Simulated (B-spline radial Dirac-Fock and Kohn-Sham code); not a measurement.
# Pr⁷⁺: eigenvalues, ΔSCF and the reference

System: Pr⁷⁺, configuration [Kr] 4d10 4f1 5s2 5p3.

The density-functional columns are spherical, spin-unpolarised Dirac-Kohn-Sham results without Breit or QED terms: −ε is minus the orbital energy of the initial state and ΔSCF the difference of two total energies. The reference in the last column comes from ΔSCF Dirac-Fock with Breit, self-energy and vacuum polarisation, finite nucleus, configuration average. All numbers are from a radial finite-basis atomic code, in eV; a selection of levels is shown. The Kohn-Sham columns are given as differences from the reference. For the 1s level of heavy atoms much of the gap between ΔSCF and the reference is the Breit and QED part, -165.0 eV here; for other levels the error of the functional can be larger.

```
level  PBE −ε − DF  PBE ΔSCF − DF  LDA −ε − DF  LDA ΔSCF − DF  Dirac-Fock
   1s       -223.3         +195.9       -265.3         +152.6     42100.4
   2s       -132.7          -53.0       -138.1          -58.2      6953.5
2p1/2       -101.3           -2.2       -103.4           -4.2      6553.4
2p3/2       -107.3          -16.2       -108.8          -17.6      6077.3
   3s        -69.9          -40.9        -71.4          -42.2      1623.5
3p1/2        -56.9          -26.6        -57.4          -27.0      1453.7
3p3/2        -56.4          -27.4        -56.7          -27.7      1357.6
3d3/2        -37.6           -5.0        -37.3           -4.7      1065.1
3d5/2        -38.1           -6.0        -37.8           -5.6      1045.0
   4s        -33.6          -18.8        -34.2          -19.5       423.1
4p3/2        -26.5          -12.4        -26.8          -12.7       336.1
4d3/2        -13.6           -0.1        -13.5            0.0       226.0
4d5/2        -13.6           -0.3        -13.6           -0.2       222.3
   4f         -9.3           +2.5         -8.9           +2.9       105.7
   5s         -7.1           +0.9         -6.7           +1.4       131.6
   5p         -6.1           +1.3         -5.7           +1.7       109.3
```

Values without a named source are computed, but for edge energies of neutral atoms, which are taken from tables.
